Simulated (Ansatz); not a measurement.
Abstraction of F: C3H6F2 + GeHF2 → C3H6F + GeHF3

Species: C3H6F2 `CC(F)CF`, singlet; GeHF2 `[F][GeH][F]`, doublet; C3H6F `C[CH]CF`, doublet; GeHF3 `[F][GeH]([F])[F]`, singlet. A radical takes F: the energy is the difference in strength between the C–F bond broken and the Ge–F bond made.

Shapes, held fixed at every level: PBE0-D4/def2-TZVP. Flexible molecules stand in one conformer, not always the lowest. Programs: Ansatz 0.2.0. The zero-point and thermal change to 298 K, harmonic and unscaled (PBE0-D4/def2-TZVP), is -6.4 kJ/mol.

```csv
level,kind,ΔH(298 K) (kJ/mol),less CCSD(T)/def2-TZVPP,CPU time (sum over the molecules)
HF/def2-TZVPP,Hartree–Fock,-102.5,-19.3,–
SPW92/def2-TZVPP,LDA,-43.7,+39.5,12 s
PBE-D4/def2-TZVPP,GGA,-57.7,+25.5,21 s
BHLYP-D4/def2-TZVPP,global hybrid,-81.2,+2.0,26 s
wB97M-V/def2-TZVPP,range-separated hybrid,-64.8,+18.4,87 s
MP2/def2-TZVPP,perturbation theory,-83.0,+0.2,–
CCSD(T)/def2-TZVPP,coupled cluster or CI,-83.2,0.0,17 min
```

The highest level, CCSD(T)/def2-TZVPP, gives ΔH(298 K) = -83.2 kJ/mol; the levels span -102.5 to -43.7. The column of differences is taken from that level and isn't an error. No measured value is set beside it here. Open shells run unrestricted unless RO is named. Relativity is left out for Ge unless named. Correlated rows may include outer-core shells of Ge, which these sets cover unevenly. Times are processor times on shared x86 and Arm servers, and rough.
